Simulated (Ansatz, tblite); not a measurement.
Removing an electron: (KH)2 ring (K2H2). Charge 0, multiplicity 1. Geometry: PBE0-D4/def2-TZVP. Ansatz, gas phase; energy differences of separate SCF runs; the oxidised species was run as a doublet alone.

Cartesian coordinates in Å:
```
K -0.583 -1.684 0.106
H -1.448 0.548 0.740
K 0.583 1.684 -0.106
H 1.448 -0.548 -0.740
```

The xTB rows come from tblite. Correlated methods freeze 10 core orbitals; core or outer-core shells of K are correlated, in sets that lack core-valence functions. In CCSD on the charge 1 doublet the largest single amplitude is 0.44, so its Hartree–Fock determinant may place the open shell otherwise than the density functionals do.

(1) Estimate orbital energies and vertical ionisation energies at: GFN1-xTB; GFN2-xTB; PBE-D4/def2-TZVP; r2SCAN-D4/def2-TZVP; PBE0-D4/def2-TZVP; CCSD/def2-TZVPP; CCSD(T)/def2-TZVPP.

Answers

(1) 
```csv
level,−HOMO (eV),vertical IE (eV),−LUMO (eV),HOMO–LUMO gap (eV),remarks
GFN1-xTB,11.85,13.81,6.87,4.98,–
GFN2-xTB,8.22,11.13,5.74,2.48,–
PBE-D4/def2-TZVP,3.31,6.09,1.02,2.29,–
r2SCAN-D4/def2-TZVP,3.43,6.04,0.29,3.14,–
PBE0-D4/def2-TZVP,4.30,6.24,0.53,3.77,–
CCSD/def2-TZVPP,–,6.41,–,–,large T1 (0.074) (+1 doublet)
CCSD(T)/def2-TZVPP,–,6.37,–,–,large T1 (0.074) (+1 doublet)
```

Relaxing the oxidised species (PBE0-D4/def2-TZVP) changes its energy by -1.40 eV at PBE0-D4/def2-TZVP, so the adiabatic ionisation energy to this nearest minimum is 4.84 eV. At PBE-D4/def2-TZVP it is 4.88 eV. In the charge 1 doublet, H2 and H4 lie 0.93 Å apart (atoms count from 1), so these atoms are partly bonded to each other. Run but left out: HF/def2-TZVPP, MP2/def2-TZVPP (charge +1 doublet: a determinant that CCSD turns far, T1 0.074).  Raw xTB energy differences between charge states are shifted by several eV; the methods need an empirical correction for them.
